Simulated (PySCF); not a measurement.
Computed IR spectrum (relative IR intensity) of a molecule C2H7NSi. Geometry optimised at PBE-D3(BJ)/def2-SVP. Other conformers were not sampled. These are PySCF with PBE-D3(BJ)/def2-SVP values and carry that method's errors. Frequencies are harmonic and unscaled.

Lines under 2 % of the strongest are left out, and lines within 2 cm⁻¹ are merged.

```csv
ν (cm⁻¹),relative intensity
173,3.5
393,12
522,60
611,52
745,76
804,10.0
816,27
837,10
919,75
971,6.7
1049,12
1086,13
1110,3.3
1130,6.0
1188,4.8
1340,6.2
1435,2.8
2154,100
2175,91
2869,56
2879,67
3010,43
3405,2.9
```

Q: Which molecule gave these data?
(A) CN(C)[SiH]
(B) C1NC[SiH2]1
(C) C/N=C\[SiH3]
(D) C/C=N\[SiH3]

A: B, C1NC[SiH2]1
